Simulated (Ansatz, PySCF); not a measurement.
Gas-phase reaction in SMILES: C[SiH](C)O[SiH3] → C[SiH]C + [O][SiH3] (the O-Si bond at the site shown breaks; other sites are not compared here)
Structures are relaxed separately at B3LYP-D3(BJ)/def2-TZVP in Ansatz (a program for electronic structure), one conformer each, not searched for the lowest. Frequencies are from Ansatz or PySCF.

Property: bond dissociation energy (enthalpy at 298 K, with B3LYP-D3(BJ) rigid-rotor harmonic-oscillator terms), in kJ/mol. Cores are frozen in the correlated levels unless marked. Open shells are spin-unrestricted. No spin-orbit coupling. Non-relativistic. CBS marks a two-point X^-3 extrapolation of the correlation energy; Hartree-Fock from the larger set. The bracket is a focal-point correction in the basis named.

| level | program | bond dissociation energy (kJ/mol) | minus last row |
|---|---|---|---|
| HF/cc-pV(T+d)Z | Ansatz | 434.1 | -137.7 |
| HF/aug-cc-pV(Q+d)Z | Ansatz | 435.6 | -136.2 |
| B3LYP-D4/def2-TZVPD | Ansatz + dftd4 | 535.7 | -36.1 |
| HSE06/def2-TZVPD | Ansatz | 522.9 | -48.9 |
| CAM-B3LYP-D3(BJ)/def2-TZVPD | Ansatz + dftd3 | 549.9 | -21.9 |
| CAM-B3LYP-D4/def2-TZVPD | Ansatz + dftd4 | 550.9 | -20.9 |
| LC-wPBE/def2-TZVPD | Ansatz | 538.8 | -33.0 |
| RPA@PBE/cc-pV(T+d)Z | Ansatz | 530.2 | -41.6 |
| MP2/STO-3G | Ansatz | 413.7 | -158.1 |
| MP2/6-31G | Ansatz | 478.8 | -93.0 |
| SCS-MP2/cc-pV(T+d)Z | Ansatz | 581.3 | 9.5 |
| CCSD/cc-pV(D+d)Z | Ansatz | 511.8 | -60.0 |
| CCSD/aug-cc-pV(T+d)Z | Ansatz | 551.0 | -20.8 |
| CCSD(T)/cc-pV(T+d)Z | Ansatz | 556.1 | -15.7 |
| RI-MP2/CBS(aug-cc-pV(T+d)Z,aug-cc-pV(Q+d)Z)+[CCSD(T)-MP2]/aug-cc-pV(T+d)Z | Ansatz | 571.8 | 0.0 |
